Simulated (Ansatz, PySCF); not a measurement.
H₅N₂O₂Ta, multiplicity 1. Atoms are numbered in the order given.

```xyz
10

Ta     0.0192     0.0169     0.0000
N     -0.1600     1.7792     0.0000
H     -0.1764     2.7907     0.0000
O      0.9445    -0.6075     1.5609
H      1.2524    -0.2141     2.3797
O      0.9445    -0.6075    -1.5609
H      1.2524    -0.2141    -2.3797
N     -1.8487    -0.6553     0.0000
H     -2.0850    -1.6452     0.0000
H     -2.6969    -0.0992     0.0000
```

Geometry: PBE0-D3(BJ)/def2-SVP. The multiplicity is an assumed one; no other spin state was optimised. The structure was generated by enumeration; whether it is a known compound was not checked. The def2 effective core potentials stand for the cores of Ta; spin–orbit coupling is left out. Other conformers were not sampled.

Vertical ionisation energy (IE) and electron affinity (EA) in eV. Rows of orbital energies are one-electron estimates. Where ΔSCF, EOM or ADC give a negative EA the extra electron is unbound and the value depends on the basis.

```tsv
level	IE	EA
−ε(HOMO), −ε(LUMO), CAM-B3LYP/def2-TZVP (PySCF)	8.82	-0.81
−ε(HOMO), −ε(LUMO), PBE/def2-TZVP (PySCF)	5.96	0.61
ΔSCF, PBE0/def2-SVPD (Ansatz), final states of multiplicity 2 and 2	9.50	-0.97
ΔSCF, PBE/def2-SVPD (Ansatz), final states of multiplicity 2 and 2	9.08	-0.78
```

Task: What vertical singlet–triplet gap does ΔSCF give with PBE0/def2-SVPD (Ansatz, an electronic-structure program) and with PBE/def2-SVPD (Ansatz)? (The exact figures need the calculation; the answer reports its results.)

Result: 5.04 and 5.22 eV (triplet above singlet where positive).
